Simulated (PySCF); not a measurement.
## How methods differ on the excitation energy of In(2+)

In(2+) [Kr] 4d10 5s1 (2S) → In(2+) [Kr] 4d10 5d1 (2D), as a difference of total energies. All numbers are calculated (PySCF 2.14, scalar relativity by spin-free X2C-1e, in aug-cc-pwCVTZ-DK3 with one added diffuse shell each of s, p, d, f type (11s10p8d5f1g, 125 functions)). Correlated levels: valence and next inner shell: [Ar] 3d10 frozen. The calculations carry no spin-orbit coupling.

```
                                method  excitation energy (eV)
                                   UHF                  14.862
                                   LDA                  16.201
                                   PBE                  15.658
                                  PBE0                  15.542
                                r2SCAN                  15.589
                               r2SCANh                  15.582
                                   M06                  15.480
                                revPBE                  15.459
    MP2 (valence and next inner shell)                  16.068
SCS-MP2 (valence and next inner shell)                  15.859
```

Question: How much does correlation contribute at MP2 (valence and next inner shell)?

Answer: 16.068 − (14.862) = 1.206 eV, measured against UHF.

A first-order spin-orbit estimate (lowest level to lowest level, LS coupling) adds -0.022 eV.

The promoted electron is Rydberg-like, and one or two diffuse shells describe it only roughly, which tends to raise the upper state.
